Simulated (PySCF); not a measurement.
Job file and geometry (Å, from GFN2-xTB) of an NMR shielding run on `[C@H]([SiH2]C#N)([SiH3])CCl`, C₃H₈ClNSi₂, GIAO PBE0/pcSseg-1 NMR shielding, non-relativistic, gas phase (PySCF 2.14.0, density-fitted response routines); density fitting, a coarse starting grid and PySCF grid level 2 are the driver's defaults:

```
$ OMP_NUM_THREADS=1 python probes_run.py task.json out

{"job": {"kind": "nmr", "xc": "PBE0", "basis": "pcSseg-1"}, "charge": 0, "multiplicity": 1}
N      2.966734     1.626960     1.346705
C      2.384836     0.802632     0.804799
Si     1.475025    -0.567885    -0.083081
C     -0.383686    -0.314171     0.283951
Si    -0.979778     1.505906     0.215629
C     -1.213582    -1.152841    -0.660453
Cl    -0.625901    -2.845033    -0.719031
H      2.013944    -1.811376     0.464441
H      1.748954    -0.392883    -1.510930
H     -0.563712    -0.674482     1.302406
H     -0.709020     2.033515    -1.122417
H     -0.279190     2.263912     1.244192
H     -2.425227     1.522518     0.455766
H     -2.260423    -1.204486    -0.359238
H     -1.153388    -0.784297    -1.684650
```

**Question.** What does the program print?

**Answer.** 
```
coarse grid: 14152 points
cycle   1  E = -1212.3037661671  dE =  4.735e-01  |g| = 4.313e-01  |ddm| = 3.524e+00
cycle   2  E = -1212.2118139460  dE =  9.195e-02  |g| = 7.768e-01  |ddm| = 9.018e-01
cycle   3  E = -1212.3466935353  dE = -1.349e-01  |g| = 1.639e-01  |ddm| = 5.376e-01
cycle   4  E = -1212.3522858052  dE = -5.592e-03  |g| = 3.930e-02  |ddm| = 1.318e-01
cycle   5  E = -1212.3526087501  dE = -3.229e-04  |g| = 1.123e-02  |ddm| = 3.692e-02
cycle   6  E = -1212.3526401857  dE = -3.144e-05  |g| = 1.799e-03  |ddm| = 1.250e-02
cycle   7  E = -1212.3526407749  dE = -5.892e-07  |g| = 7.135e-04  |ddm| = 2.242e-03
final grid: 123192 points
cycle   8  E = -1212.3909988524  dE = -2.624e-05  |g| = 5.330e-03  |ddm| = 2.158e-02
cycle   9  E = -1212.3909958364  dE =  3.016e-06  |g| = 6.016e-03  |ddm| = 9.702e-03
cycle  10  E = -1212.3910043942  dE = -8.558e-06  |g| = 1.495e-03  |ddm| = 5.802e-03
cycle  11  E = -1212.3910048237  dE = -4.295e-07  |g| = 5.701e-04  |ddm| = 1.288e-03
cycle  12  E = -1212.3910048915  dE = -6.788e-08  |g| = 1.290e-04  |ddm| = 4.032e-04
cycle  13  E = -1212.3910048955  dE = -3.920e-09  |g| = 1.843e-05  |ddm| = 1.287e-04
cycle  14  E = -1212.3910048955  dE = -7.140e-11  |g| = 5.533e-06  |ddm| = 2.306e-05
converged SCF energy = -1212.3910048955

GIAO shielding tensors (ppm)
atom      isotropic    diamagn.    paramagn.     s11        s22        s33       span
  0 N     -101.654     337.438    -439.093   -299.520   -296.991    291.549    591.069
  1 C       62.694     262.779    -200.085    -53.131    -47.381    288.592    341.723
  2 Si     419.574     878.870    -459.296    384.979    409.331    464.413     79.434
  3 C      173.832     258.090     -84.258    156.730    169.006    195.760     39.030
  4 Si     419.439     880.960    -461.521    392.658    401.913    463.745     71.086
  5 C      135.053     246.082    -111.030    100.110    138.175    166.874     66.764
  6 Cl     802.970    1146.304    -343.334    610.922    755.421   1042.569    431.647
  7 H       26.769      27.416      -0.647     21.865     26.998     31.443      9.577
  8 H       27.433      28.196      -0.764     23.787     26.316     32.195      8.408
  9 H       30.395      32.767      -2.372     26.934     28.962     35.289      8.355
 10 H       27.913      29.897      -1.984     24.612     26.214     32.913      8.301
 11 H       27.315      30.566      -3.251     23.314     26.250     32.382      9.067
 12 H       27.839      29.582      -1.743     24.088     25.884     33.546      9.458
 13 H       27.638      29.220      -1.582     20.570     28.611     33.733     13.164
 14 H       28.076      29.887      -1.810     21.977     29.134     33.118     11.140
```

**Question.** Turn these shieldings into chemical shifts. Chemical shifts δ = σref − σ; 15N (σref 267.73) vs NH3; 13C (σref 186.93), 29Si (σref 349.16), 1H (σref 31.72) vs TMS; HCl for 35Cl (σref 949.78), all at this level.

**Answer.** Averaging equivalent atoms: N 0: 369.4; C 1: 124.2; C 5: 51.9; C 3: 13.1; Si 4: -70.3; Si 2: -70.4; Cl 6: 147; H 7: 4.95; H 8: 4.28; H 13: 4.08; H 10/11/12: 4.03; H 14: 3.64; H 9: 1.32 ppm. Experimental scales use liquid or dissolved standards, which lie at an offset from isolated NH3 (liquid NH3: subtract about 20 ppm). Unscaled 15N shifts of sp2 nitrogen come out 20 to 40 ppm too high even then.

Size and cost of the density-fitted run: 180 basis functions, 49 s wall time on 1 thread of an Arm Neoverse N1, shared host; peak memory 0.88 GiB.
